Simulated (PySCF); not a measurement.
# Bond length, frequency and bond energy of BeIn⁻ by level of theory

State: ³Σ⁻ (triplet), unpaired electrons π ↑↑. Set-up: basis Be def2-SVPD, In def2-SVPD with ECP28; scalar-relativistic core potentials; PySCF 2.14. De refers to Be + In⁻ in their high-spin ground configurations, without counterpoise correction. The functionals are run spin-unrestricted. A positive dipole points towards In; it is taken about the centre of mass and depends on that origin. Levels whose curve was spin-contaminated or gave no clean fit are not listed.

| Level | Re (Å) | ωe (cm⁻¹) | De (eV) | μ (D) |
| --- | --- | --- | --- | --- |
| UHF-MP2 | 2.466 | 399 | n/a | n/a |
| LDA | 2.397 | 408 | 2.07 | 4.79 |
| PBE | 2.450 | 378 | 1.74 | 5.08 |
| PBE0 | 2.447 | 379 | 1.54 | 4.83 |
| BHandHLYP | 2.466 | 357 | n/a | 4.63 |
| M06-2X | 2.516 | 329 | n/a | 4.38 |

Task: What does a quarter of exact exchange do here, going from PBE to PBE0?

Result: PBE0 less PBE: -0.3 pm in Re, +0.3 % in ωe, -0.20 eV in De. Exact exchange removes part of the self-interaction that spreads semilocal densities, and in most molecules shortens and stiffens the bond and lowers De; so it does here.

Task: What does the gradient correction do here, going from LDA to PBE?

Result: PBE less LDA: +5.3 pm in Re, -7.4 % in ωe, -0.33 eV in De. The gradient correction favours the more uneven density of free atoms, so it tends to lengthen bonds and takes away much of the overbinding of LDA; so it does here.

Correlated steps freeze 4 core orbitals. Spin–orbit coupling is left out, which matters for elements this heavy, above all for dissociation energies. For an ion De counts to the pair picked by the measured ionisation energies or electron affinities, which need not be the lowest pair at this level. The highest Kohn–Sham level is positive in this anion. Much of that is self-interaction error, but it also means that the finite basis helps to hold the extra electron. The state is the lowest determinant that a PBE0 search found; another state may lie lower at other levels.

The whole job (state search and all levels along the bond) took about 1.8 min on 1 thread of Arm Neoverse V2 (shared host), peak memory 0.56 GiB.
